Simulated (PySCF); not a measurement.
# KN at M06-L

Computed with M06-L; K aug-pcseg-1, N aug-pcseg-1; no relativity (PySCF 2.14).

- state: ³Σ⁻ (triplet), unpaired electrons π ↑↑
- bond length: 2.525 Å
- harmonic wavenumber: 352 cm⁻¹
- force constant: 0.751 mdyn/Å
- rotational constant Be: 0.2566 cm⁻¹
- anharmonicity ωexe: 2.42 cm⁻¹
- vibration–rotation constant αe: 0.00234 cm⁻¹
- well depth De to K + N: 155 kJ/mol
- dissociation energy D0: 153 kJ/mol
- bond order (Mayer): 0.30
- dipole moment (positive dipole means K(−)N(+)): -9.20 D

The state is the lowest determinant that a PBE0 search found; another state may lie lower at other levels.
